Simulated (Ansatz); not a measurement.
Reaction (cleavage of the Si–Si bond): `O[SiH](O)[SiH](O)F` + H–F → `O[SiH](O)F` + `O[SiH2]F`

Computed with Ansatz on PBE0-D4/def2-TZVP structures; ΔE is electronic, products minus reactants. CCSD(T)/CBS is the MP2 limit (def2-TZVPP, def2-QZVPP) plus CCSD(T) − MP2 in def2-TZVPP, frozen cores. This one scheme is used for every species. DFT in def2-TZVPP. B3LYP here is the variant with VWN-RPA as its local correlation; programs differ in this. One conformer a species, not always the lowest.

```csv
level,ΔE (kJ/mol)
r2SCAN-D4,-185.6
B3LYP,-193.0
BHLYP,-206.0
SCS-MP2/def2-TZVPP,-198.3
```

(1) What does CCSD(T)/CBS give? (Estimate.)

Largest T1 diagnostic among the species: 0.013.

Results:

(1) The calculation gave: -185.7 kJ/mol. The listed levels differ from it by 0.1, -7.3, -20.3, -12.6 kJ/mol.

From PBE to PBE0 (25 % exact exchange), in def2-TZVPP and without D4, ΔE moves by −10.3 kJ/mol. In def2-TZVPP, CCSD(T) changes the Hartree–Fock value by +35.4 kJ/mol (the triples alone add +5.3 kJ/mol) and MP2 by +30.4 kJ/mol. Leaving LDA and LC-ωPBE aside and taking each functional with its dispersion term where it has one, the values, not all of them listed here, spread over 41.1 kJ/mol, from BHLYP-D4 to revPBE-D4.

CCSD(T)/CBS has its own doubt, a few kJ/mol and more with outer-core shells, so smaller differences from it don't rank the levels.
